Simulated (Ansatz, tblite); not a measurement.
Cost and result up the ladder for (SiH3)3N (Si3NH9) (13 atoms). Charge 0, multiplicity 1. Geometry: PBE0-D4/def2-SVP.

```
atom   x (Å)   y (Å)   z (Å)
  N1   0.002   0.000   0.006
 Si2  -1.471  -0.912   0.285
 Si3   1.467  -0.831  -0.484
 Si4   0.005   1.743   0.201
  H5  -2.562  -0.499  -0.650
  H6  -1.149  -2.353   0.052
  H7  -1.968  -0.737   1.683
  H8   1.888  -1.845   0.530
  H9   1.295  -1.529  -1.795
 H10   2.537   0.204  -0.619
 H11  -1.371   2.142   0.628
 H12   0.987   2.178   1.240
 H13   0.341   2.441  -1.077
```

Ansatz on 4 threads of Arm Neoverse V1 on a shared host; xTB runs through tblite on one thread. Times are rough, summed over both states, and most runs start from the orbitals of an earlier one. PBE0-D4/def2-TZVP serves as the yardstick here, not as an exact answer. The other state is a doublet.

The xTB rows come from tblite.

Raw xTB energies of ions are shifted by several eV.

```
                         level  functions  wall time  vertical IE (eV)  difference from PBE0-D4/def2-TZVP (eV)
                      GFN2-xTB         40    0.012 s             13.04                                    3.62
                      GFN1-xTB         49    0.016 s             13.97                                    4.55
PBE-D4/def2-TZVP (with forces)        196      5.4 s              9.13                                   -0.29
             PBE0-D4/def2-TZVP        196        7 s              9.42                                    0.00
           r2SCAN-D4/def2-TZVP        196       11 s              9.25                                   -0.17
```
